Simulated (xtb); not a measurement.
IRb, singlet, at a GFN2-xTB geometry (such geometries of metal compounds can be far from the true shape); GFN2-xTB with ALPB(hexane) (xtb 6.7.1).

Here is a job for xtb.
```
$ xtb mol.xyz --gfn 2 --alpb hexane --json

# file mol.xyz
2

Rb    -0.00000000    -0.00000000    -1.91534858
I      0.00000000     0.00000000     1.33713014
```

Task: What does xtb print? Leave out banner, timings and long lists.

Result: 
```
   ID    Z sym.   atoms
    1   37 Rb     1
    2   53 I      2

           -------------------------------------------------
          |                Calculation Setup                |
           -------------------------------------------------

           -------------------------------------------------
          |                 G F N 2 - x T B                 |
           -------------------------------------------------

      * Solvation model:               ALPB
        Solvent                        hexane
        Parameter file                 internal GFN2-xTB/ALPB
        Dielectric constant                1.8800E+00
        Reference state                gsolv [1 M gas/solution]
        Free energy shift                  4.8134E-03 Eh       3.0204E+00 kcal/mol
        Temperature                        2.9815E+02 K
        Density                            6.6000E-01 kg/L
        Solvent mass                       8.6180E+01 g/mol
        Interaction kernel             P16
        Born radius scaling (c1)           1.1040E+00
        Born radii integrator          GBOBC
        Born offset                        0.0000E+00 a0       0.0000E+00 AA
        H-bond correction              false
        Ion screening                  false
        Surface tension                    1.0000E-05 Eh       1.5569E+01 dyn/cm
        Grid points                               230 per atom

          ...................................................
          :                      SETUP                      :
          :.................................................:
          :  # basis functions                  14          :
          :  # atomic orbitals                  13          :
          :  # shells                            5          :
          :  # electrons                         8          :
          :  max. iterations                   250          :
          :  Hamiltonian                  GFN2-xTB          :
          :  restarted?                      false          :
          :  GBSA solvation                   true          :
          :  PC potential                    false          :
          :  electronic temp.          300.0000000     K    :
          :  accuracy                    1.0000000          :
          :  -> integral cutoff          0.2500000E+02      :
          :  -> integral neglect         0.1000000E-07      :
          :  -> SCF convergence          0.1000000E-05 Eh   :
[...]
         :: total energy              -4.114992946176 Eh    ::
[...]
         6                         -0.1135339              -3.0894
         7                         -0.1135339              -3.0894
         8                          0.1162612               3.1636
         9                          0.1225604               3.3350
        10                          0.1225604               3.3350
        11                          0.1245804               3.3900
        12                          0.1245804               3.3900
        13                          0.2570988               6.9960
      -------------------------------------------------------------
                  HL-Gap            0.0875492 Eh            2.3823 eV
             Fermi-level           -0.3181156 Eh           -8.6564 eV

     #   Z          covCN         q      C6AA      α(0)
     1  37 Rb       0.730     0.539   387.902    64.939
     2  53 I        0.730    -0.539   413.131    35.091

 Mol. C6AA /au·bohr⁶  :       1511.244877
 Mol. C8AA /au·bohr⁸  :     256823.448755
 Mol. α(0) /au        :        100.029610

Wiberg/Mayer (AO) data.
largest (>0.10) Wiberg bond orders for each atom

 ---------------------------------------------------------------------------
     #   Z sym  total        # sym  WBO       # sym  WBO       # sym  WBO
 ---------------------------------------------------------------------------
     1  37 Rb   0.823 --     2 I    0.823
     2  53 I    0.823 --     1 Rb   0.823
 ---------------------------------------------------------------------------

Topologies differ in total number of bonds
Writing topology from bond orders to xtbtopo.mol

molecular dipole:
                 x           y           z       tot (Debye)
 q only:        0.000       0.000      -3.315
   full:       -0.000      -0.000      -4.752      12.078
molecular quadrupole (traceless):
                xx          xy          yy          xz          yz          zz
 q only:       -1.811       0.000      -1.811       0.000       0.000       3.622
  q+dip:       -3.779       0.000      -3.779       0.000      -0.000       7.559
   full:       -2.826       0.000      -2.826       0.000      -0.000       5.653

           -------------------------------------------------
          | TOTAL ENERGY               -4.114992946176 Eh   |
          | GRADIENT NORM               0.003550214131 Eh/α |
          | HOMO-LUMO GAP               2.382335735169 eV   |
           -------------------------------------------------

normal termination of xtb
```
